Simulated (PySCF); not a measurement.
**Electron correlation in Ag⁺ (silver, charge +1)**

[Kr] 4d9 5s1, high-spin 3D determinant (an excited configuration). All numbers are calculated (PySCF 2.14, scalar relativity through the core potential, in aug-cc-pVTZ-PP with ECP28MDF). Frozen: 4s2 4p6; 10 electrons correlated.

```csv
level,correlation energy (mhartree)
CCSD,-318.52
(T),-10.97
CCSD(T),-329.49
```

Diagnostics: T1 = 0.010, D1 = 0.0433, largest double amplitude 0.020.

Cost of the coupled-cluster step: about 30 core-seconds, for 10 correlated electrons.
